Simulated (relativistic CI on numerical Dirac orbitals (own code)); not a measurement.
## Sc3+ in a cubic cluster: L2,3 absorption with charge transfer

Computed with a charge-transfer multiplet model of a cubic metal-ligand cluster with up to 2 ligand holes, Slater and spin-orbit integrals from Dirac-Coulomb-Breit ions, Slater integrals scaled by 0.9. The ground state mixes d0 with configurations of k ligand holes L, whose averages lie at kΔ + k(k − 1)U_dd/2; a core hole lowers each added d electron by U_cd. 300 K, Lorentzian 0.4 eV and Gaussian 0.3 eV FWHM.

Atomic integrals in eV (Slater integrals scaled, ζ unscaled), ground: F2dd 5.299, F4dd 3.246, zeta_d 0.005; with the core hole: F2dd 5.299, F4dd 3.246, zeta_d 0.020, zeta_core 3.005, F2cd 4.627, G1cd 3.325, G3cd 1.884. Where a configuration has fewer than two d electrons, the dd integrals are those of d2.

Cluster parameters (eV): Δ = 6.8, U_dd = 4.6, U_cd = 5.4, 10Dq = 1.3, 10Dq(ligand) = 0.7, final-state hopping factor = 0.9.

```tsv
Case	n_d	d0	d1L	d2L2	S
V(eg) = 2.7 eV, V(t2g) = -1.48 eV	0.44	0.61	0.34	0.05	0.00
V(eg) = 3 eV, V(t2g) = -1.64 eV	0.48	0.57	0.37	0.06	0.00
V(eg) = 3.3 eV, V(t2g) = -1.8 eV	0.53	0.54	0.39	0.07	0.00
```

Weights, n_d and S are thermal averages at 300 K. Photon energies count from the first peak over 30 % of the highest in each spectrum, which can be another peak from case to case. The parameters are a model scan and need not match a compound or its usual spin state. Peaks in eV (height, largest 100):
- V(eg) = 2.7 eV, V(t2g) = -1.48 eV: -1.9 (17), 0.0 (54), 2.4 (40), 4.3 (100)
- V(eg) = 3 eV, V(t2g) = -1.64 eV: -2.0 (17), 0.0 (51), 2.3 (42), 4.3 (100)
- V(eg) = 3.3 eV, V(t2g) = -1.8 eV: -2.0 (18), 0.0 (49), 2.3 (43), 4.3 (100)

Curve for V(eg) = 2.7 eV, V(t2g) = -1.48 eV (points under 2 left out, the grid thinned):

(E (eV), Intensity): (-3.2, 2.0), (-3.0, 2.8), (-2.8, 3.3), (-2.5, 3.9), (-2.3, 6.7), (-2.1, 13.2), (-1.9, 16.5), (-1.6, 9.4), (-1.4, 5.9), (-1.2, 4.3), (-1.0, 4.2), (-0.8, 5.2), (-0.5, 10.9), (-0.3, 23.3), (-0.1, 46.5), (0.1, 50.8), (0.4, 18.9), (0.6, 9.4), (0.8, 5.9), (1.0, 4.6), (1.3, 4.2), (1.5, 4.8), (1.7, 6.6), (1.9, 11.4), (2.1, 24.0), (2.4, 39.6), (2.6, 24.4), (2.8, 12.4), (3.0, 8.3), (3.3, 8.0), (3.5, 10.5), (3.7, 16.9), (3.9, 33.1), (4.2, 88.8), (4.4, 95.7), (4.6, 60.6), (4.8, 33.3), (5.0, 19.6), (5.3, 10.0), (5.5, 7.0), (5.7, 5.5), (5.9, 4.6), (6.2, 3.4), (6.4, 2.7), (6.6, 2.2)

A d0 ion has no d-d gap: its lowest excitations are ligand-to-metal charge transfer. With the core hole the configuration with one ligand hole lies at Δ + U_dd − U_cd = 6.0 eV above the one without, against Δ in the ground state. The added d electron screens the hole, so the order of the configurations is kept and charge-transfer satellites are weaker than in photoemission.
